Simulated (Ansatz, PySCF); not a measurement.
System: C$_{3}$H$_{6}$O, charge 0, singlet. C3H6O (SMILES C=CCO).
B3LYP-D3(BJ)/def2-TZVP minimum from Ansatz (a first-principles code):
```xyz
10

C      1.6892    -0.3896    -0.5271
C      0.7546     0.1540     0.2425
C     -0.6261     0.4924    -0.2244
O     -1.6295    -0.1713     0.5449
H      1.5002    -0.6114    -1.5719
H      2.6760    -0.6245    -0.1493
H      0.9599     0.3622     1.2888
H     -0.7297     0.2642    -1.2921
H     -0.8254     1.5579    -0.0904
H     -1.4513    -1.1180     0.5094
```

Total energies in hartree (Ansatz). UHF or UKS for unpaired electrons; spin-orbit terms are left out. Correlated methods leave the cores frozen. No relativity. Where a partner has so few electrons that a lower coupled-cluster level is exact, that level stands in.

```csv
species,HF/cc-pVTZ,CCSD(T)/cc-pVTZ,HF/cc-pVQZ,CCSD(T)/cc-pVQZ,CCSD(T)/cc-pVDZ,CCSDT(Q)/cc-pVDZ
1: C3H6O (SMILES C=CCO),-191.99761,-192.80225,-192.01169,-192.86203,-192.59676,-192.59913
2: C (triplet),-37.69157,-37.78076,-37.69331,-37.78654,-37.76038,-37.76071
3: O (triplet),-74.81176,-74.97396,-74.81729,-74.99357,-74.90995,-74.91013
4: H (doublet),-0.49981,-0.49981,-0.49995,-0.49995,-0.49928,-0.49928
```

Work out the enthalpy of formation at 298 K (by atomisation, with ideal-gas terms from PySCF's Hessian at B3LYP-D3(BJ)/def2-TZVP and the atoms' measured values of the G2/97 table; no spin-orbit terms) in kcal/mol: take Hartree-Fock from cc-pVQZ, extrapolate the CCSD(T) correlation energy as X^-3 (X = 3, 4), and add CCSDT(Q) - CCSD(T) in cc-pVDZ. The further terms named in the bracket sum to +1.47868 hartree. 1 hartree = 627.51 kcal/mol.


Species 1: correlation (64·(-0.85034) - 27·(-0.80464))/37 = -0.88369; step -0.00237; E1 = -192.01169 + (-0.88369) + (-0.00237) = -192.89775
Species 2: correlation (64·(-0.09323) - 27·(-0.08919))/37 = -0.09618; step -0.00033; E2 = -37.69331 + (-0.09618) + (-0.00033) = -37.78982
Species 3: correlation (64·(-0.17628) - 27·(-0.16220))/37 = -0.18655; step -0.00018; E3 = -74.81729 + (-0.18655) + (-0.00018) = -75.00402
Species 4: correlation (64·(0.00000) - 27·(0.00000))/37 = 0.00000; step +0.00000; E4 = -0.49995 + (0.00000) + (+0.00000) = -0.49995
+1·E1 -3·E2 -1·E3 -6·E4 +1.47868 = -0.04589 hartree = -28.8 kcal/mol. Measured: -29.8 kcal/mol, -124.5 kJ/mol (CRC Handbook, as tabulated in the package chemicals); atomic spin-orbit terms, which the calculations lack, would raise the computed values. The composite differs from it by +1.0 kcal/mol; core, relativistic and spin-orbit terms are not in it.
